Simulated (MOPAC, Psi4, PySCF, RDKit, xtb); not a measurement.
Two geometries of SMILES O=C(O)[SiH2]CS, relaxed at B3LYP-D3(BJ)/def2-SVP with one dihedral held; other torsions can differ between them too.

Structure A

```
12

O     -1.2859     1.2722     0.6101
C     -1.4116     0.1474     0.1756
O     -2.6039    -0.4754     0.1413
Si     0.0774    -0.8819    -0.5039
C      1.2855    -1.0476     0.9369
S      1.9958     0.5616     1.4753
H     -3.2611     0.1446     0.5150
H     -0.3999    -2.2141    -0.9697
H      0.6669    -0.1059    -1.6248
H      0.8116    -1.5742     1.7819
H      2.1421    -1.6623     0.6169
H      0.8330     1.2575     1.4597
```

Structure B

```
12

O     -2.3623     0.5449    -0.7884
C     -1.3837     0.1179    -1.3520
O     -1.1601     0.3208    -2.6704
Si    -0.0491    -1.0010    -0.5116
C     -0.5793    -2.7982    -0.7543
S      0.6109    -3.9740     0.0117
H     -1.9108     0.8458    -3.0104
H     -0.0167    -0.6500     0.9293
H      1.2806    -0.7821    -1.1447
H     -0.7429    -3.0422    -1.8156
H     -1.5346    -2.9687    -0.2331
H      1.6796    -3.6299    -0.7446
```

Task: Which is lower in energy at the level DF-MP2 (frozen core)/cc-pVTZ // B3LYP-D3(BJ)/def2-SVP (Psi4), and by how much?

Result: A is lower, by 0.99 kcal/mol (dihedral O1–C2–Si4–C5: 60° in A, 90° in B).

E(B) − E(A) in kcal/mol at the other levels, on the same two geometries: MMFF94 // B3LYP-D3(BJ)/def2-SVP (RDKit) -0.66; B3LYP/def2-TZVP // B3LYP-D3(BJ)/def2-SVP (Psi4) 0.05; B3LYP-D3(BJ)/def2-TZVP // B3LYP-D3(BJ)/def2-SVP (Psi4) 0.80; PBE/def2-TZVP // B3LYP-D3(BJ)/def2-SVP (Psi4) 0.46; PBE-D3(BJ)/def2-TZVP // B3LYP-D3(BJ)/def2-SVP (Psi4) 0.87; wB97X-D/def2-TZVP // B3LYP-D3(BJ)/def2-SVP (Psi4) 0.52; HF/cc-pVTZ // B3LYP-D3(BJ)/def2-SVP (Psi4) -0.51; UFF // B3LYP-D3(BJ)/def2-SVP (RDKit) -1.88; AM1, restricted, heats of formation // B3LYP-D3(BJ)/def2-SVP (MOPAC) 0.00; PM6, restricted, heats of formation // B3LYP-D3(BJ)/def2-SVP (MOPAC) 1.40; GFN1-xTB // B3LYP-D3(BJ)/def2-SVP (xtb) 1.06; restricted B3LYP/6-31G*, spherical d, density fitting // B3LYP-D3(BJ)/def2-SVP (PySCF) 0.65; restricted Hartree-Fock/6-31G*, spherical d, density fitting // B3LYP-D3(BJ)/def2-SVP (PySCF) -0.44; restricted M06-2X/6-31G*, spherical d, density fitting // B3LYP-D3(BJ)/def2-SVP (PySCF) 1.29; restricted B3LYP/6-311+G**, spherical d, density fitting // B3LYP-D3(BJ)/def2-SVP (PySCF) 0.10.
